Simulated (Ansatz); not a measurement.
A nudged elastic band was laid between two geometries of AlCl3FH (6 atoms, charge 0, multiplicity 1).

These are results of Ansatz 0.2.0, RKS PBE0/def2-SVP, not measurements.

* movable images: 7
* climbing image: yes
* spring: 5.0 eV/Å²
* optimiser: quadratic models (default)
* start path: through a guess of the saddle point
* force threshold: 0.05 eV/Å
* iteration limit: 60
* end points: relaxed

Initial state:

```xyz
6
Properties=species:S:1:pos:R:3
Al 0.013 -0.099 0.089
Cl 0.013 0.326 2.197
Cl 1.818 0.163 -0.927
Cl -1.812 0.081 -0.911
F 0.058 -1.997 0.681
H 0.056 -1.770 1.611
```

Final state:

```xyz
6
Properties=species:S:1:pos:R:3
Al 0.019 -0.500 -0.226
Cl 0.019 0.018 2.246
Cl 1.813 0.320 -0.911
Cl -1.814 0.240 -0.896
F 0.057 -2.090 0.316
H 0.051 -1.285 2.213
```

Which bonds break or form, and what moves?

Bonds broken: F5–H6. Bonds formed: Cl2–H6.

What energy profile does the band end with?

The forces met the threshold. The highest image is number 4 of 0 to 8, 5.1 kcal/mol above the first end and 2.4 kcal/mol above the last; the last end lies 2.7 kcal/mol above the first. A vibrational analysis at the climbing image gives one clearly imaginary mode, 478i cm⁻¹: a first-order saddle point. The orbitals stay closed-shell, which can raise the energy where a bond breaks towards radicals; this wasn't checked here.

| image | path coordinate (Å) | energy (kcal/mol) | F5–H6 (Å) | Cl2–H6 (Å) |
| --- | --- | --- | --- | --- |
| 0 | 0.00 | 0.0 | 0.96 | 2.18 |
| 1 | 0.16 | 0.4 | 0.98 | 1.98 |
| 2 | 0.32 | 1.7 | 1.02 | 1.79 |
| 3 | 0.48 | 4.0 | 1.12 | 1.62 |
| 4 | 0.64 | 5.1 | 1.28 | 1.48 |
| 5 | 0.80 | 4.4 | 1.47 | 1.38 |
| 6 | 0.97 | 3.4 | 1.67 | 1.33 |
| 7 | 1.13 | 2.9 | 1.86 | 1.31 |
| 8 | 1.29 | 2.7 | 2.06 | 1.30 |

What is the geometry of the highest image?


```xyz
6
Properties=species:S:1:pos:R:3
Al 0.017 -0.351 -0.060
Cl 0.020 0.042 2.245
Cl 1.827 0.212 -0.925
Cl -1.823 0.139 -0.904
F 0.056 -1.992 0.639
H 0.049 -1.347 1.745
```

What are the harmonic wavenumbers there?

478i, 100, 132, 175, 180, 338, 489, 558, 637, 830, 897, 1568 cm⁻¹.

The band took 8 iterations and of the order of 3 core-minutes.

Time of the run: 99 s on 2 threads of Intel(R) Xeon(R) Platinum 8488C (Sapphire Rapids), with other jobs on the host, peak memory 0.23 GiB.
